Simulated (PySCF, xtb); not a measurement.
Si(F)(H)2(nPr) (C3H9FSi), SMILES CCC[SiH2]F. One conformer was computed; it need not be the lowest.

Harmonic wavenumbers (cm⁻¹) from xtb with GFN2-xTB at its own minimum, in rising order: 48, 103, 163, 224, 264, 406, 476, 590, 700, 733, 764, 780, 812, 850, 945, 1024, 1067, 1126, 1204, 1250, 1308, 1350, 1417, 1473, 1503, 1504, 1508, 2303, 2323, 2951, 2953, 2970, 2979, 3030, 3033, 3038.

**Question.** What does PBE0-D3(BJ)/def2-SVP run with PySCF give at its own minimum? (Estimate from the structure and the level; the computed values follow.)

**Answer.** 50, 103, 163, 242, 279, 402, 511, 686, 737, 775, 835, 864, 902, 928, 963, 1022, 1042, 1106, 1212, 1242, 1316, 1360, 1405, 1421, 1465, 1472, 1478, 2238, 2248, 3047, 3051, 3054, 3096, 3112, 3135, 3151. Paired by order, the mean absolute difference is 46 cm⁻¹ and the zero-point energies are 70.3 and 71.6 kcal/mol.
